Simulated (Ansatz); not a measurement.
Isolated molecules relaxed with PBE0-D4/def2-TZVP in Ansatz; ΔE leaves out vibrations. CCSD(T)/CBS adds triple-zeta CCSD(T) − MP2 to the extrapolated MP2 energy (def2 sets, frozen cores). This one scheme is used for every species. DFT in def2-TZVPP. HSE06 is defined as in plane-wave codes. For Br outer-core shells are correlated without core-valence functions, which leaves a few kJ/mol of doubt a bond. Scalar relativity is left out up to krypton. One conformer a species, not always the lowest.

Consider the cleavage of the Si–B bond: `B[SiH2]C=O` + HBr → `O=C[SiH2]Br` + BH₃.

**Question.** Is it downhill or uphill in electronic energy at CCSD(T)/CBS, and by how much? (An estimate is asked.)

**Answer.** Computed: Downhill: ΔE = -1.14 eV.

**Question.** What do these levels give: r2SCAN-D4, r2SCANh-D4, ωB97X-V, r2SCAN, r2SCANh, HSE06, RPA@PBE/def2-TZVPP, MP2/def2-TZVPP, SCS-MP2/def2-TZVPP, CCSD/def2-TZVPP, CCSD(T)/def2-TZVPP, HF/def2-QZVPP? (Best estimate.)

**Answer.** The calculation gave: r2SCAN-D4 -1.03, r2SCANh-D4 -1.06, ωB97X-V -1.10, r2SCAN -1.03, r2SCANh -1.06, HSE06 -1.02, RPA@PBE/def2-TZVPP -1.11, MP2/def2-TZVPP -1.23, SCS-MP2/def2-TZVPP -1.21, CCSD/def2-TZVPP -1.10, CCSD(T)/def2-TZVPP -1.09, HF/def2-QZVPP -1.27 eV.

**Question.** What do rigid-rotor, harmonic-oscillator terms from PBE0-D4/def2-TZVP frequencies (298.15 K, 1 bar) make of the CCSD(T)/CBS value? (An estimate is asked.)

**Answer.** The calculation gave: ΔZPE = +0.05 eV, ΔH = -1.10 eV, ΔS = -5 J/(mol·K), ΔG = -1.08 eV. Modes under 50 cm⁻¹ make the entropy rough.

Largest T1 diagnostic among the species: 0.016.

From PBE to PBE0 (25 % exact exchange), in def2-TZVPP and without D4, ΔE moves by −0.11 eV. In def2-TZVPP, CCSD(T) changes the Hartree–Fock value by +0.18 eV (the triples alone add +0.01 eV) and MP2 by +0.04 eV.
